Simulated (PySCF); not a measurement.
C5H5O3 (charge -1).
Numbering: `[CH3:1][O:2][c:3]1[cH:4][o:5][c:6]([O-:7])[cH:8]1` (hydrogens: H9, H10, H11 on C1; H12 on C4; H13 on C8)

Computed geometry: GFN2-xTB, gas phase.

Q: What internal coordinates does the optimisation give?

A: 
| bond | length (bohr) | order |
| --- | --- | --- |
| C1–O2 | 2.637 | single |
| O2–C3 | 2.642 | single |
| C3–C4 | 2.569 | aromatic |
| C4–O5 | 2.602 | aromatic |
| O5–C6 | 2.640 | aromatic |
| C6–O7 | 2.347 | single |
| C6–C8 | 2.641 | aromatic |
| C3–C8 | 2.664 | aromatic |
| C1–H9, C1–H10, C1–H11 | 2.072 | single |
| C4–H12 | 2.025 | single |
| C8–H13 | 2.028 | single |

Bonds in one row agree within 0.02 bohr and their mean is given. Orders are formal, as drawn. A selection of angles:
| angle | degrees |
| --- | --- |
| O2–C1–H9 | 111.8 |
| O2–C1–H10 | 106.7 |
| H9–C1–H10 | 109.1 |
| H9–C1–H11 | 108.3 |
| C1–O2–C3 | 114.3 |
| O2–C3–C4 | 123.0 |
| O2–C3–C8 | 129.0 |
| C4–C3–C8 | 108.0 |
| C3–C4–O5 | 109.6 |
| C3–C4–H12 | 132.6 |
| O5–C4–H12 | 117.7 |
| C4–O5–C6 | 107.6 |
| O5–C6–O7 | 120.0 |
| O5–C6–C8 | 107.8 |
| O7–C6–C8 | 132.3 |
| C6–C8–H13 | 124.7 |
| C3–C8–C6 | 107.0 |
| C3–C8–H13 | 128.3 |

Torsions: C1–O2–C3–C4 180° (antiperiplanar).

Of the pairs four or more bonds apart, C1···H13 is among the closest relative to their van der Waals radii: 2.76 Å, 95 % of the sum of Bondi's values. C4 (aromatic CH next to a ring oxygen) is planar (angles 132.6°, 117.7° and 109.6°, sum 360.0°, 0.00 Å off the plane of its three neighbours). C6 (aromatic carbon bearing oxygen) is planar (angles 132.3°, 120.0° and 107.8°, sum 360.0°, 0.00 Å off the plane of its three neighbours). C3 (aromatic carbon bearing oxygen) is planar (angles 129.0°, 123.0° and 108.0°, sum 360.0°, 0.00 Å off the plane of its three neighbours). The C–C distances run from 1.360 Å (C3–C4, aromatic) to 1.410 Å (C3–C8, aromatic), a spread of 0.050 Å. The 8 heavy atoms lie in one plane (0.001 Å rms). The 5-membered ring C3–C4–O5–C6–C8 has internal angles of 107.0° to 109.6°; it is planar, 0.00 Å rms from its mean plane, widest ring torsion 0°.

Point group: Cs (tolerance 0.08 Å). No frequency check.

One conformer stands for the species.
